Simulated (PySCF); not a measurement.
Gas-phase reaction: GeO + H₂ + 2 HCl ⇌ GeH₂Cl₂ + H₂O

Computed with PySCF and rigid-rotor harmonic-oscillator thermochemistry at 1 bar. † marks an energy on the PBE0/def2-TZVP geometry and frequencies; other levels use their own. MP2 freezes the core. 6-31G* has spherical d functions here. All species are closed-shell singlets. Ge: all electrons, no relativistic terms. MP2 isn't extrapolated to the basis-set limit.

```
level              ΔH°(298 K), kJ
-----------------  --------------
HF/6-31G*                    -294
MP2/def2-TZVPP†        (withheld)
PBE/def2-TZVP†         (withheld)
PBE0/def2-QZVP†              -271
PBE0/def2-SVP†               -278
r2SCAN/def2-TZVP†      (withheld)
LDA/def2-TZVP†               -287
```

Problem. Complete the blanks.

Solution. 
- MP2/def2-TZVPP†, ΔH°(298 K), kJ: -240
- PBE/def2-TZVP†, ΔH°(298 K), kJ: -224
- r2SCAN/def2-TZVP†, ΔH°(298 K), kJ: -258
